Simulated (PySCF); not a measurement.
Be(F)(SeH) (BeFHSe), SMILES [Be]([F])[SeH]. Heavy atoms are numbered as in [Be:1]([F:2])[SeH:3]. Hydrogens are named by the atom that carries them.

Geometry: r2SCAN-D4/def2-TZVP. Other conformers were not sampled.

Method: PySCF with HF/def2-TZVPD.

ESP charges are fitted to the potential on shells at 1.4 to 2.0 van der Waals radii. Atomic charges (e), one atom of each kind:

```
atom       meta-Löwdin  ESP fit
---------  -----------  -------
Be1               1.41     0.71
F2               -0.84    -0.45
Se3 (SeH)        -0.62    -0.37
H on Se3          0.05     0.11
```
